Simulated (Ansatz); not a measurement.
Consider the hydrogenolysis of a Zn–N bond: `C[N](C)[Zn][O][SiH3]` + H₂ → `[SiH3][O][ZnH]` + `CNC`.

Computed with Ansatz on PBE0-D4/def2-TZVP structures; ΔE is electronic, products minus reactants. CCSD(T)/CBS adds triple-zeta CCSD(T) − MP2 to the extrapolated MP2 energy (def2 sets, frozen cores). This one scheme is used for every species. Functionals use def2-TZVPP. HSE06 is defined as in plane-wave codes. For Zn outer-core shells are correlated without core-valence functions, which leaves a few kJ/mol of doubt a bond. Scalar relativity is left out up to krypton. One conformer a species, not always the lowest.

`C[N](C)[Zn][O][SiH3]`:

```xyz
15

C     1.331   -0.837   -1.797
N     0.111   -0.749   -1.039
C    -1.056   -1.015   -1.836
Zn    0.034   -0.100    0.635
O    -0.023    0.421    2.317
Si   -0.260    1.723    3.252
H     2.207   -0.650   -1.171
H     1.454   -1.839   -2.237
H     1.360   -0.115   -2.629
H    -1.164   -0.304   -2.671
H    -1.015   -2.023   -2.277
H    -1.970   -0.960   -1.240
H     0.114    2.989    2.552
H     0.567    1.617    4.485
H    -1.690    1.842    3.658
```

H₂:

Z-matrix (Å, degrees):
```
H
H 1 0.746
```

`[SiH3][O][ZnH]`:

Cartesian coordinates in Å:
```
Si -0.413 0.400 0.996
O 0.471 0.191 -0.342
Zn 0.845 -0.658 -1.841
H -1.873 0.453 0.688
H -0.034 1.677 1.661
H -0.200 -0.711 1.969
H 1.205 -1.351 -3.132
```

`CNC`:

Cartesian coordinates in Å:
```
C 0.435 0.770 0.824
N -0.410 0.488 -0.313
C -0.217 -0.844 -0.837
H 0.212 1.763 1.218
H 1.483 0.768 0.508
H 0.339 0.041 1.647
H -1.381 0.619 -0.060
H 0.796 -0.932 -1.242
H -0.916 -1.028 -1.656
H -0.342 -1.644 -0.088
```

CCSD(T)/CBS gives -5.8 kcal/mol.

Another level gave -5.8 kcal/mol. Which?
A. HSE06/def2-TZVPP
B. SCS-MP2/def2-TZVPP
C. r2SCAN/def2-TZVPP
D. PBE/def2-TZVPP

B. SCS-MP2/def2-TZVPP -5.8, PBE -8.4, HSE06 -9.6, r2SCAN -7.3 kcal/mol.

Largest T1 diagnostic among the species: 0.016.

At CCSD(T), def2-SVP lies −1.5 kcal/mol from the extrapolated value and def2-TZVPP −0.7 kcal/mol. The D4 term adds +2.3 kcal/mol with B3LYP and +1.3 kcal/mol with PBE0; it sums over pairs of atoms, weighted by their polarisabilities, and B3LYP, whose exchange is more repulsive, gets the larger term.

B3LYP here is the variant with VWN-RPA as its local correlation; programs differ in this.
